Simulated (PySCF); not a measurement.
## Mg (magnesium, neutral) across methods

[Ne] 3p2, high-spin 3P determinant (an excited configuration). Computed with PySCF 2.14 in dyall-av2z (14s10p4d, 64 functions), with the non-relativistic Hamiltonian (point nucleus).

```json
{"method": "PBE", "E (hartree)": "-199.7180", "mean ε 2p α (eV)": "-50.193", "mean ε 2p β (eV)": "-50.049", "mean ε 3p α (eV)": "-3.032", "Σ⟨r²⟩ (bohr²)": "41.01", "⟨S²⟩": "2.000"}
{"method": "PBE0", "E (hartree)": "-199.7292", "mean ε 2p α (eV)": "-54.432", "mean ε 2p β (eV)": "-54.254", "mean ε 3p α (eV)": "-3.575", "Σ⟨r²⟩ (bohr²)": "41.61", "⟨S²⟩": "2.000"}
{"method": "r2SCAN", "E (hartree)": "-199.8109", "mean ε 2p α (eV)": "-51.679", "mean ε 2p β (eV)": "-51.546", "mean ε 3p α (eV)": "-3.116", "Σ⟨r²⟩ (bohr²)": "41.56", "⟨S²⟩": "2.000"}
{"method": "BHandHLYP", "E (hartree)": "-199.8208", "mean ε 2p α (eV)": "-58.591", "mean ε 2p β (eV)": "-58.375", "mean ε 3p α (eV)": "-3.877", "Σ⟨r²⟩ (bohr²)": "42.37", "⟨S²⟩": "2.000"}
{"method": "LDA", "E (hartree)": "-198.8940", "mean ε 2p α (eV)": "-50.362", "mean ε 2p β (eV)": "-50.215", "mean ε 3p α (eV)": "-3.023", "Σ⟨r²⟩ (bohr²)": "41.45", "⟨S²⟩": "2.000"}
{"method": "LC-wPBE", "E (hartree)": "-199.7404", "mean ε 2p α (eV)": "-56.193", "mean ε 2p β (eV)": "-56.070", "mean ε 3p α (eV)": "-5.163", "Σ⟨r²⟩ (bohr²)": "41.86", "⟨S²⟩": "2.000"}
```

Estimate the same row for UHF.

E (hartree) = -199.37811; mean ε 2p α (eV) = -66.116; mean ε 2p β (eV) = -65.833; mean ε 3p α (eV) = -4.839; Σ⟨r²⟩ (bohr²) = 44.85; ⟨S²⟩ = 2.000.
